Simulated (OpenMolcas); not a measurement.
# Ionisation energies of carbon

```yaml
Program: OpenMolcas
Basis: ANO-RCC-VQZP [5s4p3d2f1g]
Scalar_Hamiltonian: DKH2, point nucleus
Spin-orbit_coupling: state interaction with AMFI integrals over the reference wave functions, term energies averaged over their components
```

Active shells in each charge state: the valence s, p shells, with orbitals averaged over the low states. Where CASPT2's correlated closed shells are named, they are those of the first ion.

A. CASSCF
B. SS-CASPT2, IPEA 0.25 Eh, imaginary shift 0.1 Eh (closed shells correlated: 1s)
C. SS-CASPT2, IPEA 0 Eh, imaginary shift 0.1 Eh (closed shells correlated: 1s)

Energies in eV between the lowest computed levels (charge -1 gives the electron affinity), named as in B; reference values from the NIST Atomic Spectra Database with their kind.

```
              From                 To       A       B       C  Spin-orbit share in B          Reference
C- 2s2 2p3 4S* 3/2      C 2s2 2p2 3P0  -0.065   0.924   1.065                 -0.004                   
     C 2s2 2p2 3P0  C+ 2s2 2p 2P* 1/2  10.138  11.060  11.162                 -0.001  11.260 (measured)
 C+ 2s2 2p 2P* 1/2        C2+ 2s2 1S0  23.206  24.166  24.250                 +0.005  24.383 (measured)
       C2+ 2s2 1S0      C3+ 2s 2S 1/2  47.770  47.830  47.830                 +0.000  47.888 (measured)
     C3+ 2s 2S 1/2        C4+ 1s2 1S0  64.365  64.417  64.417                 +0.000  64.494 (measured)
```

Error against the reference values, in %:

```
From  Reference      A     B     C
   C   measured  -10.0  -1.8  -0.9
  C+   measured   -4.8  -0.9  -0.5
 C2+   measured   -0.2  -0.1  -0.1
 C3+   measured   -0.2  -0.1  -0.1
```

Mean absolute error over the 4 measured values: A 0.64 eV, B 0.14 eV, C 0.09 eV. C lies closest.

No diffuse functions were added, so the electron affinity comes out too small, and without dynamic correlation a bound anion can come out unbound.

* marks odd parity.
